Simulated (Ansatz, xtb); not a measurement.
## Relaxing a trial structure of FH6Si3+

The starting geometry of this gas-phase singlet has its atoms placed at random.

```xyz
10

F     1.4999    1.4962    0.0482
Si    0.1354    0.2011   -1.3451
Si   -0.3483    1.3644    0.9144
Si    0.6938   -2.4784   -0.0483
H    -1.7114    1.4313    1.1912
H    -1.5624    0.2378    1.0666
H     0.1895   -0.8520   -2.3062
H     1.5274    1.7526    0.8108
H     0.2523    2.5336    0.3892
H    -1.1963    0.8435   -1.6646
```

Q: One run relaxed it with r2SCAN-D4/def2-SVP. What is a likely outcome?

A: It ends as a structure with H6 bridging Si3 and Si4, given below by its coordinates. Distances that change by over a tenth: F1–Si3 (2.05 → 3.24 Å), F1–H8 (0.81 → 0.94 Å). Contacts that close: Si2–Si3 (2.59 → 2.28 Å), Si2–Si4 (3.03 → 2.43 Å), Si4–H6 (3.70 → 1.69 Å).

The energy falls by 12.07 eV over 24 steps:

| step | E − E(last) (eV) |
| --- | --- |
| 1 | 12.074 |
| 4 | 5.358 |
| 6 | 3.174 |
| 9 | 1.462 |
| 11 | 0.972 |
| 14 | 0.529 |
| 16 | 0.201 |
| 19 | 0.063 |
| 21 | 0.002 |
| 24 | 0.000 |

Final geometry (Å):

```xyz
10

F     2.0158    0.6415    0.3328
Si   -0.4926    0.2255   -1.5058
Si   -1.1242    1.4486    0.3132
Si    0.4645   -0.8250    0.4661
H    -2.4563    1.2462    0.9363
H    -0.3298    0.3453    1.3833
H     0.5414    0.8377   -2.3764
H     2.7648    0.5670    0.9001
H    -0.3429    2.6401    0.7311
H    -1.5609   -0.5969   -2.1244
```

From the same start GFN2-xTB ends elsewhere, in pieces: H5Si3 + FH.

From so rough a start the end depends on the optimiser's path, so another program may land elsewhere. No frequencies were run, so the end isn't proven a minimum. Run with Ansatz 0.2.0, 70 s on 2 threads of AMD EPYC 7R43 64-Core Processor (Zen 3), with other jobs on the host.
